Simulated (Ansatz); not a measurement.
Geometry optimisation, Ansatz, RKS B3LYP/def2-SVP.

Input:

```yaml
crystal:
  periodic: [false, false, false]
  atoms:
    - { symbol: Ga, position_ang: [0.0, 0.0, 0.0] }
    - { symbol: H, position_ang: [1.0752, 0.0, 1.406] }
    - { symbol: O, position_ang: [1.9596, 0.0, 0.3462] }
    - { symbol: H, position_ang: [2.2595, -0.9519, 0.1913] }
    - { symbol: "N", position_ang: [-1.6714, 0.0, -0.965] }
    - { symbol: H, position_ang: [-2.3403, -0.8164, -0.8664] }
    - { symbol: H, position_ang: [-1.9204, 0.8164, -1.5936] }
basis:
  gaussian: { orbitals: def2-SVP }
hamiltonian:
  xc: b3lyp
relax:
  f_tol: 0.15
  max_steps: 25
  restrain:
    - { distance: [1, 2], at: 1.01, k: 30.0 }
    - { distance: [0, 1], at: 2.77, k: 30.0 }
    - { distance: [0, 2], at: 2.99, k: 30.0 }
```

Run as:

```bash
$ ansatz run input.yaml --threads 2 --pin off --max-ram 3072MiB --backend cpu --events-out ev --progress --plain --runs-dir out
```

Problem. Where does it end, and by what steps?

Solution. The forces met the threshold. The restraints hold the end off the free minimum. After 18 steps the energy has fallen by 2.920 eV (the restraints' own energy left out); Ga1 moved furthest, 1.47 Å. Parted: Ga1–O3 (1.99 → 2.98 Å). Joined: H2–O3 (1.38 → 0.99 Å).

```tsv
step	energy less start (eV)	largest force component (eV/Å)	accepted
0	0.0000	2.456	yes
1	-0.0975	3.215	yes
2	-0.0335	7.018	yes
3	-0.8566	7.923	yes
4	-2.1055	2.653	yes
5	-2.5455	1.000	yes
6	-2.6701	1.034	yes
7	-2.7696	0.694	yes
8	-2.8210	0.678	yes
9	-2.8481	0.715	yes
10	-2.8670	0.681	yes
11	-2.8715	0.681	yes
12	-2.8861	0.816	yes
13	-2.9076	0.694	yes
14	-2.9068	0.854	no
15	-2.9152	0.705	yes
16	-2.9179	0.777	yes
17	-2.9123	0.810	no
18	-2.9198	0.748	yes
```

```xyz
7
Properties=species:S:1:pos:R:3
Ga -0.970 -0.881 0.672
H 1.580 0.063 1.222
O 1.778 0.206 0.268
H 2.197 -0.629 0.012
N -1.608 -0.083 -0.897
H -2.562 -0.147 -1.253
H -1.053 0.519 -1.505
```

The run took 26 s on 2 threads of Arm Neoverse V2, on a shared host, peak memory 0.15 GiB.
